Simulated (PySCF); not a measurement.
Si(H)2(Me)(NCO) (C2H5NOSi), SMILES [SiH2](C)N=C=O. Geometry optimised at PBE0-D3(BJ)/def2-SVP. Other conformers were not sampled.

Task: Give the equilibrium geometry at PBE0-D3(BJ)/def2-SVP (PySCF confirms it by a frequency run) as bond lengths and angles, and its point group. (Estimate from the structure and the level; the computed values follow.)

Result: This is not unique; one that fits is point group Cs.
Atoms: Si1 C2 N3 C4 O5 H6 H7 H8 H9 H10. Bonds (Å): Si1–C2 1.866, Si1–N3 1.728, Si1–H6 1.492, Si1–H7 1.492, C2–H8 1.101, C2–H9 1.100, C2–H10 1.100, N3–C4 1.196, C4–O5 1.169. Bond angles (°): C2–Si1–N3 109.6, C2–Si1–H6 111.1, C2–Si1–H7 111.1, N3–Si1–H6 107.9, N3–Si1–H7 107.9, H6–Si1–H7 109.0, Si1–C2–H8 110.3, Si1–C2–H9 110.8, Si1–C2–H10 110.8, H8–C2–H9 108.3, H8–C2–H10 108.3, H9–C2–H10 108.3, Si1–N3–C4 178.8, N3–C4–O5 179.8.
